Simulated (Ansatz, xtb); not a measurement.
Species: HfF3, charge 0, multiplicity 2. The spin state was set by rule; other spins were not relaxed. 
Structure (B3LYP-D3(BJ)/def2-TZVP (Ansatz, a first-principles code) minimum search):
```xyz
4

Hf     0.0000     0.0000     0.0000
F      1.8965    -0.2173    -0.1197
F     -0.9143    -0.4530     1.6177
F     -0.9822     0.6703    -1.4981
```
Charge 0, spin multiplicity 2.

Harmonic wavenumbers from GFN2-xTB (xtb, at its own minimum), cm⁻¹: 61, 73, 74, 488, 539, 540.

### Question
Give the harmonic wavenumbers at B3LYP-D3(BJ)/def2-TZVP (Ansatz, finite differences of forces, unscaled).

### Answer
68, 146, 146, 636, 636, 643 cm⁻¹. Zero-point energy 3.3 kcal/mol.

### Question
From these and the geometry, give the ideal-gas thermochemistry at 298.15 K and 1 atm (rigid rotor, harmonic oscillator).

### Answer
Point group D3h, rotational symmetry number 6. Rotational constants 4.848, 4.848, 2.424 GHz. S(trans) 42.27, S(rot) 22.58, S(vib) 10.82, S(elec, spin only) 1.38, S 77.0 cal/(mol K). H(298) - H(0) 3.95 kcal/mol; G - E(el) -15.8 kcal/mol.
